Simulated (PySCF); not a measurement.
Input file for PySCF: R-B3LYP/6-31G* on GeH3NS (SMILES [NH2][Ge][SH]), a point of a torsion scan.

```python
from pyscf import gto, scf, dft, mp
from pyscf.data.elements import chemcore

mol = gto.M(
    atom='''
    N    -1.14375767    0.06834395    0.14301150
    Ge    0.16029887   -0.84968809    1.00296986
    S     1.89262021    0.50818431    0.35881978
    H    -1.05305936    0.93382527   -0.37136335
    H    -2.10967661   -0.22261587    0.14129911
    H     1.67040509    0.28249099   -0.92814516
    ''',
    basis='6-31g*',
    cart=True,
    charge=0, spin=0, verbose=3, max_memory=1800)
mf = dft.RKS(mol, xc='b3lyp')
mf.conv_tol = 1e-8
mf.max_cycle = 100
mf.kernel()
if not mf.converged:
    mf = mf.newton().run(mf.mo_coeff, mf.mo_occ)
```

It printed:

```
converged SCF energy = -2531.54648160301
```

The run converged.

Cost: around 14 core-seconds (rough).
